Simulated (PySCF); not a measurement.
**Where the electron goes**

C3H4F5NSi.
Atom-mapped SMILES: `[F:1][C:2]([F:3])([F:4])[C:5]([F:6])([F:7])/[CH:8]=[N:9]\[SiH3:10]` (hydrogens: H11 on C8; H12, H13, H14 on Si10)

Structure used (PBE0-D3(BJ)/def2-SVP), in Å, numbered top down from 1:
```xyz
14
C3H4F5NSi angstrom
F     -0.6404   -1.0875    1.4172
C     -1.6368   -0.5869    0.6931
F     -2.2522    0.3500    1.4076
F     -2.4960   -1.5537    0.4201
C     -1.0812    0.0395   -0.5995
F     -2.1297    0.4665   -1.3257
F     -0.4447   -0.9264   -1.2828
C     -0.1503    1.2197   -0.3284
N      1.0827    1.1511   -0.1283
Si     2.3168   -0.0941   -0.0202
H     -0.6882    2.1877   -0.3251
H      3.2373    0.1772   -1.1597
H      1.8663   -1.5164   -0.0610
H      3.0109    0.1640    1.2720
```

Method: PySCF, TDDFT CAM-B3LYP/def2-SVPD, vertical, gas phase, core orbitals frozen in the response.

Kohn–Sham orbitals with the atoms that hold most of them (Löwdin shares over 4%, at most four atoms; ? is withheld):

| orbital | ε (eV) | atoms |
| --- | --- | --- |
| HOMO-3 | -12.63 | N9 28%, C8 16%, Si10 16%, H12 9% |
| HOMO-2 | -11.48 | Si10 38%, H13 22%, H14 16%, H12 7% |
| HOMO-1 | -10.98 | Si10 28%, H12 20%, N9 18%, H14 14% |
| HOMO | -9.19 | ? |
| LUMO | ? | ? |
| LUMO+1 | 1.07 | Si10 31%, C8 12%, C2 6%, F1 6% |
| LUMO+2 | 1.34 | Si10 46%, H13 16%, H14 12%, H12 12% |

Give the leading atoms of the LUMO.

C8 (bonded to C, N and H) 34%; N9 (bonded to C and Si) 33%; C5 (bonded to 2 C and 2 F) 7%; Si10 (bonded to N and 3 H) 6%. By element: carbon 41% or more, nitrogen 33%, silicon 6%.

Which atoms hold the HOMO, and with what shares?

N9 (bonded to C and Si) 53%; C8 (bonded to C, N and H) 12%; Si10 (bonded to N and 3 H) 11%; H13 (bonded to Si) 7%.

What is the LUMO energy, and the HOMO–LUMO gap?

ε(LUMO) = -0.80 eV; the gap is 8.39 eV (0.3084 hartree).

The HOMO–LUMO gap is 8.39 eV. Where does the response calculation put the lowest singlet, and from which orbitals?

S1 is at 3.81 eV (f = 0.0008), 4.59 eV below the gap, made of HOMO→LUMO (96%). Without the coupling terms of the response equations the lowest excitation would equal the gap.

One configuration dominates each of S1, S3 and S4. Which, and how do the shares of the two leading atoms of either orbital change from the occupied to the empty one?

- S1 (3.81 eV, f 0.0008), HOMO→LUMO (96%): N9 53% → 33%, C8 12% → 34%
- S3 (7.33 eV, f 0.297), HOMO-1→LUMO (91%): Si10 28% → 6%, H12 20% → at most 7%, C8 at most 15% → 34%, N9 18% → 33%
- S4 (7.46 eV, f 0.0072), HOMO-2→LUMO (93%): Si10 38% → 6%, H13 22% → at most 7%, C8 at most 8% → 34%, N9 at most 8% → 33%

One conformer stands for the species.
